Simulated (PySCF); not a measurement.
Computed shifts of a molecule C5H7F, B3LYP/pcSseg-1 in PySCF, GIAO, gas phase, equivalent atoms averaged, in ppm (number of nuclei): ¹³C: 165.9 (1), 118.4 (1), 45.8 (1), 33.1 (1), 24.6 (1). ¹⁹F: -87.1 (1). ¹H: 5.25 (1), 3.19 (1), 2.69 (1), 2.43 (1), 1.47 (3). References: ¹³C against TMS (σ = 181.3 ppm); ¹⁹F against CFCl3 (σ = 161.7 ppm); ¹H against TMS (σ = 31.68 ppm), references at their B3LYP-D3(BJ)/def2-TZVP geometries, non-relativistic. Geometry optimised at B3LYP-D3(BJ)/def2-SVP. One conformer was computed; it need not be the lowest.

Problem. Which molecule gave these data?
A. C[C@H]1C=C(F)C1
B. C#CC(C)(C)F
C. C[C@H]1CC=C1F
D. C=C(C)/C=C\F

Solution. A, C[C@H]1C=C(F)C1
